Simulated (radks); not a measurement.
The numbers below are computed, except where a source is named.
Ionisation of neutral nitrogen, [He] 2s2 2p3, to [He] 2s2 2p2 as the strength of local exchange is varied. Level of theory: Dirac Kohn-Sham, Slater X-alpha exchange (alpha = 2/3 is LDA exchange), no correlation, spin-unpolarised, spherical densities, finite nucleus; open shells fill j = l - 1/2 first; Fermi nuclear charge, rms radius 2.5582 fm (a radial shooting solver on a logarithmic mesh with Libxc functionals).

alpha,E(N) (hartree),exchange (hartree),IE (eV),-e of the level emptied (eV),<r> of it (bohr)
0.667,-53.60275,-5.66711,12.374,6.002 (2p3/2),1.509
0.771,-54.49240,-6.63995,13.799,7.183 (2p3/2),1.454
0.791,-54.66487,-6.82974,14.082,7.420 (2p3/2),1.444
0.833,-55.02849,-7.23113,14.684,7.927 (2p3/2),1.424
0.89,-55.52509,-7.78199,15.519,8.638 (2p3/2),1.397
1.016,-56.63556,-9.02464,17.441,10.297 (2p3/2),1.344
1.043,-56.87578,-9.29538,17.866,10.667 (2p3/2),1.333

NIST Atomic Spectra Database: 14.534 eV (measured). The Delta-SCF value meets it near alpha = 0.82. Spin polarisation and multiplet splitting are left out, so open shells lie too high by an amount that depends on their filling.

Beside tabulated values, note that spin-unpolarised runs miss the spin-polarisation part of the exchange energy of open shells.
